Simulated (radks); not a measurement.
Results of a calculation; reference values are marked as such.
Neutral cadmium inside a hard spherical wall (all orbitals vanish at R), configuration held at [Kr] 4d10 5s2 and not refilled when levels cross. Level of theory: scalar-relativistic Kohn-Sham, PBEsol, spin-polarised, spherical densities, finite nucleus; Fermi nuclear charge, rms radius 4.6087 fm (a radial shooting solver on a logarithmic mesh with Libxc functionals). Eigenvalues in eV for spin up, with the zero of energy where the potential of the charges vanishes at infinity; a dash marks a level that is unbound or too diffuse for the functional's potential to be trusted. A positive occupied level is held by the wall or, in an anion where self-interaction has pushed it up, behind a barrier. The pressure on the wall is -dE/dV.

R (bohr)  E (hartree)  kinetic (hartree)    e(4s)    e(4p)    e(4d)   e(5s)  e(5p, empty)  e(6s, empty)  pressure (GPa)
free      -5591.92475           5818.106  -105.80  -66.894  -11.730  -5.700        -1.143             -               0
20        -5591.92475           5818.106  -105.80  -66.894  -11.730  -5.700        -1.143             -        < 0.0001
8         -5591.92266           5818.125  -105.68  -66.769  -11.608  -5.587        -0.701         3.937          0.0940
6         -5591.90055           5818.263  -105.02  -66.115  -10.976  -4.887         0.740        10.887            1.94
3         -5590.35142           5824.780  -92.268  -53.728    0.999  15.951        29.086        99.928             711
2.5       -5587.93764           5834.156  -81.279  -43.126   12.187  39.631        57.754        173.24            2990
1.5       -5547.33908           5970.642    6.249   49.011   117.97  301.28        339.37        763.02          136000
